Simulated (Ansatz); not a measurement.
C₂H₇BFNSe (SMILES CN(C)B(F)[SeH]), singlet, geometry from GFN2-xTB, atoms displaced at random by about 0.08 Å a coordinate; HF/STO-3G, gradient in Ansatz (an electronic-structure program).

Here is a job for Ansatz.
Ansatz 0.2 input:
```yaml
crystal:
  periodic: [false, false, false]
  atoms:
    - {symbol: B, position_ang: [0.25670686, -0.47842156, -0.25461703]}
    - {symbol: F, position_ang: [1.16516689, -0.80922341, -1.12331650]}
    - {symbol: N, position_ang: [-0.18350433, -1.19807973, 0.80624218]}
    - {symbol: C, position_ang: [-0.97022480, -0.96401682, 1.99642355]}
    - {symbol: C, position_ang: [0.40316257, -2.60126012, 0.78543523]}
    - {symbol: H, position_ang: [-1.76112212, -1.61276064, 1.81142007]}
    - {symbol: H, position_ang: [-0.42580567, -0.96690054, 2.75871349]}
    - {symbol: H, position_ang: [-1.29065921, 0.02650592, 1.72306792]}
    - {symbol: H, position_ang: [1.04301973, -2.68275093, 1.75090965]}
    - {symbol: H, position_ang: [-0.43870747, -3.26284915, 0.84717105]}
    - {symbol: H, position_ang: [1.28855385, -2.86015266, -0.01309642]}
    - {symbol: Se, position_ang: [-0.13482955, 1.33651211, -0.50453511]}
    - {symbol: H, position_ang: [-1.02847573, 1.57035501, 0.54266244]}
basis:
  gaussian:
    orbitals: STO-3G
hamiltonian:
  xc: hf
output: {forces: true}
```

Task: Predict the main parts of the log of this Ansatz run.

Result: 
```
Functional definition: HF
636 factors; integrals over basis functions are off by at most 4.2e-5 eV
mean field evaluation 1: about -71525.7311 eV, gradient 2.6e1 eV
mean field evaluation 2: about -71526.0059 eV, gradient 2.6e1 eV
mean field evaluation 4: about -71528.5542 eV, gradient 1.4e0 eV
mean field evaluation 8: about -71528.5624 eV, gradient 2.2e-5 eV
mean field -71528.56239963 eV, -2628.6261843854 hartree, gradient 9.6e-6 eV, S^2 0.000000; 0 other end points of the search recorded, 0 dependent functions left out
the calculation of the forces begins
reference -71528.56239963 eV, -2628.6261843854 hartree; 37, 37 occupied and 13, 13 virtual orbitals, 636 factors
Total energy: -71528.56239963 eV, -2628.6261843854 hartree
Atom 0 at     0.256707    -0.478422    -0.254617 Å, force     0.223860     2.601258    -0.002739 eV/Å
Atom 1 at     1.165167    -0.809223    -1.123317 Å, force     0.769569    -2.215842    -0.656960 eV/Å
Atom 2 at    -0.183504    -1.198080     0.806242 Å, force     3.835579    -5.127617    -1.685170 eV/Å
Atom 3 at    -0.970225    -0.964017     1.996424 Å, force    -4.426868     3.112695   -11.294515 eV/Å
Atom 4 at     0.403163    -2.601260     0.785435 Å, force     5.149003     0.832666     1.805594 eV/Å
Atom 5 at    -1.761122    -1.612761     1.811420 Å, force    -2.290717    -1.681739     1.809596 eV/Å
Atom 6 at    -0.425806    -0.966901     2.758713 Å, force     5.230784    -0.729578     9.035383 eV/Å
Atom 7 at    -1.290659     0.026506     1.723068 Å, force    -0.999066     0.588504     1.614015 eV/Å
Atom 8 at     1.043020    -2.682751     1.750910 Å, force    -1.972883    -0.239777    -1.720299 eV/Å
Atom 9 at    -0.438707    -3.262849     0.847171 Å, force    -0.081082    -1.346832    -0.469279 eV/Å
Atom 10 at     1.288554    -2.860153    -0.013096 Å, force    -4.282671     1.238315     1.894253 eV/Å
Atom 11 at    -0.134830     1.336512    -0.504535 Å, force    -0.302057     2.777168    -1.280839 eV/Å
Atom 12 at    -1.028476     1.570355     0.542662 Å, force    -0.853451     0.190780     0.950960 eV/Å
Dipole moment:    -0.239432    -0.489706     0.513110 e Å
```
